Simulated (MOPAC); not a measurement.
MOPAC input (MNDO):

```
MNDO PRECISE GNORM=0.05 LET XYZ CHARGE=1 GEO-OK AUX(PRECISION=9) THREADS=1
BO

B    -0.00000000 1   -0.00000000 1   -0.73134743 1
O     0.00000000 1    0.00000000 1    0.45709214 1
```

Q: What heat of formation does the run end on?

A: 298.05 kcal/mol.
